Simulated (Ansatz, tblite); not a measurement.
Removing and adding an electron: trans-PdH2(NH3)2 (PdN₂H₈). The state is a singlet with charge 0. Geometry: r2SCAN-D4/def2-SVP. Ansatz, gas phase; energy differences of separate SCF runs; the oxidised species was run as a doublet alone; the reduced species was run as a doublet alone.

```xyz
11

Pd   -0.0003    0.0024   -0.0031
H    -0.3046    0.7278   -1.4531
N     1.8372   -0.5934   -0.6988
H     2.5041   -0.7401    0.0582
H     2.2270    0.0827   -1.3551
H     1.7334   -1.4795   -1.1970
H     0.3030   -0.7237    1.4478
N    -1.8371    0.5949    0.6974
H    -1.7203    1.4277    1.2777
H    -2.2596   -0.1260    1.2824
H    -2.4828    0.8273   -0.0562
```

In the def2 sets Pd takes a core potential; there is no spin–orbit coupling. The xTB rows come from tblite. Correlated methods freeze 2 core orbitals; core or outer-core shells of Pd are correlated, in sets that lack core-valence functions. HOMO above LUMO, or a gap near zero within one spin, warns that the state may not be the lowest or that an electron is smeared out.

(1) Estimate orbital energies and vertical ionisation energies and electron affinities at: GFN1-xTB; GFN2-xTB; HF/def2-TZVP; PBE-D4/def2-TZVP; PBE-D4/def2-TZVPD; r2SCAN-D4/def2-TZVP; r2SCAN-D4/def2-TZVPD; PBE0-D4/def2-TZVP; PBE0-D4/def2-TZVPD; CCSD/def2-TZVP; CCSD(T)/def2-TZVP.

## Answers

(1) 
```csv
level,−HOMO (eV),vertical IE (eV),−LUMO (eV),vertical EA (eV),HOMO–LUMO gap (eV),IE − EA (eV),remarks
GFN1-xTB,9.44,13.09,5.68,2.57,3.75,10.52,–
GFN2-xTB,8.80,12.03,5.16,2.19,3.64,9.84,–
HF/def2-TZVP,–,6.29,–,–,–,–,"spin-contaminated (⟨S²⟩ 1.00) (+1 doublet), test for broken spin undecided (singlet)"
PBE-D4/def2-TZVP,4.23,7.31,1.18,–,3.05,–,gap within one spin near zero (+1 doublet)
PBE-D4/def2-TZVPD,4.28,–,1.36,-0.43,2.92,–,HOMO above zero (-1 doublet)
r2SCAN-D4/def2-TZVP,4.44,7.31,0.85,–,3.59,–,–
r2SCAN-D4/def2-TZVPD,4.50,–,0.99,-0.61,3.51,–,HOMO above zero (-1 doublet)
PBE0-D4/def2-TZVP,5.23,7.32,0.29,–,4.94,–,–
PBE0-D4/def2-TZVPD,5.27,–,0.52,-0.66,4.75,–,HOMO above zero (-1 doublet)
CCSD/def2-TZVP,–,7.21,–,–,–,–,"spin-contaminated (⟨S²⟩ 1.00) (+1 doublet), test for broken spin undecided (singlet)"
CCSD(T)/def2-TZVP,–,7.23,–,–,–,–,"spin-contaminated (⟨S²⟩ 1.00) (+1 doublet), test for broken spin undecided (singlet)"
```

Run but left out: MP2/def2-TZVP (charge +1 doublet: ⟨S²⟩ 1.00, where a pure state has 0.75).   A HOMO above zero means that the electron is unbound at that level or that self-interaction error raises the level; the energy of removing that electron tells which. Raw xTB energy differences between charge states are shifted by several eV; the methods need an empirical correction for them. A negative affinity means that the extra electron isn't bound; its size then hangs on the basis.
